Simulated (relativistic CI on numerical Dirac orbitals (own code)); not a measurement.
# Ru2+: M2,3 absorption edge

Computed with this model: Dirac-Coulomb-Breit CI, orbitals from a KLI potential per configuration, QED by a radiative potential, valence Slater integrals scaled by 0.9, multiplet model of core-to-valence dipole absorption; configurations [Kr] 4d6 → [Ne] 3s2 3p5 3d10 4s2 4p6 4d7; 80 K; Lorentzian 2 eV and Gaussian 0.4 eV FWHM. Energies are those of the free ion, without screening or charge transfer. The branching ratio is the share of the lower-energy edge in the whole absorption, uncertain by about 0.02 where the edges overlap. S is read from ⟨S²⟩ = S(S + 1).

Field parameters in Wybourne normalisation: Td as Oh with Dq negative (B⁴₀ = 21Dq, B⁴₄ = √(5/14) B⁴₀). The field is a parameter set, without covalency.

free ion: ground-state S = 1.99, centroid 468.89 eV, branching ratio 0.830. Peaks (eV, height): 465.0 (100), 487.5 (22).

Td, 10Dq = -7350 cm⁻¹: ground-state S = 1.99, centroid 470.09 eV, branching ratio 0.786. Peaks (eV, height): 465.0 (100), 487.8 (27).

Td, 10Dq = -12600 cm⁻¹: ground-state S = 1.97, centroid 470.09 eV, branching ratio 0.791. Peaks (eV, height): 465.5 (100), 488.2 (28).

Td, 10Dq = -17900 cm⁻¹: ground-state S = 1.65, centroid 468.99 eV, branching ratio 0.838. Peaks (eV, height): 465.5 (100), 488.5 (24).

The statistical ratio of this edge is 2/3 = 0.667. Values above it arise where the holes sit mainly in the j = l + 1/2 valence subshell or the ground state has high spin; values below it where core-valence Coulomb terms move weight to the upper edge, as in nearly empty shells.

Strongest unbroadened transitions for free ion:

| Energy (eV) | Relative strength |
| --- | --- |
| 464.63 | 19.7 |
| 464.71 | 16.0 |
| 464.80 | 100.0 |
| 464.88 | 32.6 |
| 464.91 | 19.6 |
| 465.05 | 3.3 |
| 465.31 | 1.2 |
| 465.32 | 0.5 |
| 465.93 | 47.6 |
| 466.24 | 1.1 |
| 466.40 | 1.9 |
| 466.76 | 1.3 |
| 487.29 | 16.1 |
| 487.40 | 11.3 |
| 487.44 | 1.4 |
| 487.63 | 16.4 |
| 487.78 | 2.7 |
| 489.13 | 2.2 |
